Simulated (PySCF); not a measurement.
Species: C4H8F2O2.
SMILES: `COCC(F)(F)OC`

Torsions of this conformer, `[CH3:1][O:2][CH2:3][C:4]([F:5])([F:6])[O:7][CH3:8]`: C1–O2–C3–C4 -77°, O2–C3–C4–F5 -49°, C3–C4–O7–C8 179°.

The closed-shell ground state was solved at several levels (PySCF, density fitting, gas phase, non-relativistic). One conformer (not necessarily the lowest) at the PBE0-D3(BJ)/def2-SVP geometry, without solvent, vibrations or thermal averaging.

| level | basis functions | total energy (Eh) | HOMO (eV) | LUMO (eV) | gap (eV) | dipole (D) |
| --- | --- | --- | --- | --- | --- | --- |
| PBE0/pcSseg-1 | 176 | -506.7764 | -7.70 | 1.61 | 9.31 | 1.74 |
| CAM-B3LYP/def2-SVPD | 236 | -506.8363 | -9.31 | 1.25 | 10.56 | 1.75 |
| B97-2/pcSseg-1 | 176 | -507.1414 | -7.44 | 1.62 | 9.06 | 1.73 |

(1) What might B3LYP/pcJ-1 (296 basis functions) give for the same quantities?

(2) Over all these levels, which gives the widest orbital gap and which the narrowest?

(3) How far do the dipole and the HOMO energy spread over the levels?

Results:

(1) Total energy -507.3727 Eh, HOMO -7.45 eV, LUMO 1.29 eV, gap 8.74 eV, dipole 1.72 D.

(2) CAM-B3LYP/def2-SVPD (range-separated hybrid) has the widest, 10.56 eV, and B3LYP/pcJ-1 (global hybrid, 20 % exact exchange) the narrowest, 8.74 eV. Functional and basis both differ between the two, so the spread mixes both effects.

(3) The dipole runs from 1.72 to 1.75 D (mean 1.73 D) and the HOMO from -9.31 to -7.44 eV.
